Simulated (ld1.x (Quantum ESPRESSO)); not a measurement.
# Pseudopotential generation for boron: RRKJ, PBE, non-relativistic.

| Quantity | Value |
| --- | --- |
| Element | B (Z = 5) |
| Generator | ld1.x (Quantum ESPRESSO) 7.5 |
| Type | norm-conserving RRKJ (Kleinman–Bylander form) |
| Functional | PBE |
| Relativity | non-relativistic |
| Frozen core | [He] |
| Valence charge | 3 |
| Reference configuration | 2s2 2p1 |
| Partial waves | 2p (bound): rc 2.25 bohr; 2s (bound): rc 0.95 bohr |
| Local potential | the s channel |
| Core correction | Bessel-smoothed model core inside 0.80 bohr |

All-electron outer shells of the reference configuration (PBE, non-relativistic, ld1.x):

```json
{"shell": "2s", "level (eV)": "-9.44", "outermost node (bohr)": "0.46", "outermost maximum (bohr)": "1.52"}
{"shell": "2p", "level (eV)": "-3.61", "outermost node (bohr)": "–", "outermost maximum (bohr)": "1.57"}
```

What the tests gave:

| Item | Value |
| --- | --- |
| Cutoffs needed | 70 Ry and 160 Ry (the cutoffs (Ry, on a coarse ladder) from which the occupation-weighted sum of valence levels, in a spherical-Bessel basis at the reference potential, stays within 10 and 1 mRy of its value at 400 Ry) |
| Ghost test | no extra level below or beside the all-electron valence levels (p, s, d, f tested) (spherical-Bessel basis up to 400 Ry, 20 bohr box) |
| Largest excitation error | +130 meV (all-electron minus pseudo) for 2s1 2p0, out of 7 test configurations |

Generation and tests took about 0.99 s on one core of a shared server CPU.
